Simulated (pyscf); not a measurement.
## H₃C–Si•(CH₃)–Cl, doublet

Gas-phase minimum from PySCF at ωB97X-D3(BJ)/def2-SVP, one conformer. Other isomers of H₃C–Si•(CH₃)–Cl were not searched in full and may lie lower. 

SMILES: [Si](Cl)(C)C
```xyz
10

C     -0.8691    -2.2324    -0.6708
Si    -0.3162    -0.5173    -1.2060
C      1.0394     0.1531    -0.0897
Cl    -1.9606     0.7585    -1.0436
H     -0.0345    -2.9482    -0.7424
H     -1.6978    -2.5973    -1.2959
H     -1.2142    -2.1993     0.3768
H      1.3218     1.1773    -0.3763
H      1.9358    -0.4855    -0.1427
H      0.6829     0.1716     0.9545
```
Charge 0, spin multiplicity 2.

Bonds (Å): C1–Si2 1.880, C1–H5 1.102, C1–H6 1.100, C1–H7 1.104, Si2–C3 1.880, Si2–Cl4 2.088, C3–H8 1.100, C3–H9 1.102, C3–H10 1.104. Angles (°): Si2–C1–H5 110.6, Si2–C1–H6 111.2, Si2–C1–H7 109.6, H5–C1–H6 108.5, H5–C1–H7 108.5, H6–C1–H7 108.3, C1–Si2–C3 111.6, C1–Si2–Cl4 107.7, C3–Si2–Cl4 107.7, Si2–C3–H8 111.2, Si2–C3–H9 110.6, Si2–C3–H10 109.6, H8–C3–H9 108.6, H8–C3–H10 108.3 (the first ones only).

Properties at ωB97X-D3(BJ)/def2-SVP:

- Harmonic wavenumbers, unscaled = 143, 154, 187, 189, 235, 515, 672, 688, 724, 786, 817, 865, 1268, 1276, 1428, 1432, 1435, 1444, 3060, 3061, 3162, 3163, 3184, 3184 cm⁻¹
- Zero-point energy = 47.3 kcal/mol
- Rotational symmetry number = 1
- Entropy of this conformer at 298 K and 1 atm, rigid rotor and harmonic oscillator, modes under 100 cm⁻¹ raised to 100 = 340.4 J/(mol K)
- Dipole moment = 2.14 D
- Spin expectation value S2 = 0.751

Single-point totals, which compare only within one level:

```tsv
level	total energy (hartree)
ωB97X-D3(BJ)/def2-TZVP	-829.67734
PBE/def2-TZVP	-829.14247
r²SCAN/def2-TZVP	-829.49226
B3LYP-D3(BJ)/def2-TZVP	-829.65226
PBE0-D3(BJ)/def2-TZVP	-829.23219
M06-2X/def2-TZVP	-829.51719
ωB97M-D3(BJ)/def2-TZVP	-829.70623
```

Soft torsions are taken as harmonic, which can shift the entropy by several J/(mol K).
